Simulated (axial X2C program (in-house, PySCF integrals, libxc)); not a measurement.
**Outer orbitals of VO⁻ at 1.597 Å, PBE0**

Computed with an in-house relativistic program for diatomic molecules. Spin-free means the one-electron spin-free X2C Hamiltonian; two-component (2c) means X2C with spin–orbit coupling and atomic mean-field two-electron Coulomb and Gaunt terms, so the difference of the two also holds small scalar two-electron terms. Basis: V dyall-acv3z [11s11p7d4f2g], O dyall-av3z [7s6p3d2f] (cores contracted in-house); Gaussian nuclei, density fitting, unrestricted open shells. Masses: V 50.944 u, O 15.995 u.

The distance is close to the 2c PBE0 minimum; the highest filled and lowest empty levels are listed.

Spin-free orbitals, state M_S = 1, Λ = 0 (beyond evenly filled blocks: δ+α, δ-α) (Löwdin shares):

```
symmetry  occupied  ε (eV)           atomic character
      σβ       yes  -19.71   69% O s, 11% V d, 9% V p
      σα       yes  -19.29   69% O s, 12% V d, 9% V p
      σα       yes   -4.68   63% O p, 28% V d, 3% O s
      σβ       yes   -4.61   73% O p, 18% V d, 3% V p
     π+β       yes   -4.32   74% O p, 18% V d, 3% V f
     π-β       yes   -4.32   74% O p, 18% V d, 3% V f
     π-α       yes   -4.14   67% O p, 25% V d, 3% V p
     π+α       yes   -4.14   67% O p, 25% V d, 3% V p
     δ-α       yes   -1.27                    99% V d
     δ+α       yes   -1.27                    99% V d
      σα       yes   -0.29  60% V s, 15% V d, 13% O p
      σβ       yes    0.40   68% V s, 20% V p, 6% O p
     π-β        no    1.75                   100% V p
     π+β        no    1.75                   100% V p
      σβ        no    1.78            95% V p, 5% V s
     π+α        no    1.89                   100% V p
     π-α        no    1.89                   100% V p
```

The highest filled level is positive, so this functional does not bind it, and the empty levels of an anion are set by the basis.

Spinors with spin–orbit coupling (state Ω = 1):

| ω | occupied | ε (eV) | atomic character | λ mixture |
| --- | --- | --- | --- | --- |
| -1/2 | yes | -19.71 | 69% O s, 11% V d, 9% V p | 100% σ |
| 1/2 | yes | -19.29 | 69% O s, 12% V d, 9% V p | 100% σ |
| 1/2 | yes | -4.68 | 63% O p, 28% V d, 3% O s | 100% σ |
| -1/2 | yes | -4.61 | 73% O p, 18% V d, 3% V p | 100% σ |
| 1/2 | yes | -4.34 | 74% O p, 18% V d, 3% V f | 100% π |
| -3/2 | yes | -4.31 | 74% O p, 18% V d, 3% V f | 100% π |
| -1/2 | yes | -4.15 | 67% O p, 25% V d, 3% V p | 100% π |
| 3/2 | yes | -4.13 | 67% O p, 25% V d, 3% V p | 100% π |
| -3/2 | yes | -1.30 | 99% V d | 100% δ |
| 5/2 | yes | -1.25 | 99% V d | 100% δ |
| 1/2 | yes | -0.29 | 60% V s, 15% V d, 13% O p | 100% σ |
| -1/2 | yes | 0.40 | 68% V s, 20% V p, 6% O p | 100% σ |
| 1/2 | no | 1.75 | 100% V p | 100% π |
| -3/2 | no | 1.75 | 100% V p | 100% π |
| -1/2 | no | 1.78 | 95% V p, 4% V s | 100% σ |
| -1/2 | no | 1.89 | 100% V p | 100% π |
| 3/2 | no | 1.89 | 100% V p | 100% π |

The highest filled level is positive, so this functional does not bind it, and the empty levels of an anion are set by the basis.

Mulliken charges and populations of the two-component result (they depend on the basis, above all on diffuse functions):

V -0.38 e (s 7.63 p 12.31 d 3.40 f 0.03 g 0.01), O -0.62 e (s 3.89 p 4.69 d 0.03 f 0.01). ⟨Lz⟩ = 0.00 ħ and ⟨Sz⟩ = 1.00 ħ (1.12 and -0.12 on the two atoms), which add up to Ω.

One determinant describes the state; a PBE0 search over occupations chose it and may have missed a lower one. Density functionals use the spin component along the axis (collinear). With several unpaired electrons one determinant need not be a pure state. Open-shell Ω = 0 determinants with evenly filled partner blocks cannot be reached by this program, so the Ω shown need not be the lowest component. The highest occupied level of some functionals is positive through self-interaction error; at Hartree–Fock it is bound. The determinant is spin-polarised beyond a pure state at some levels (its spin-free form has ⟨S²⟩ too high), which makes Re and μ there less reliable.
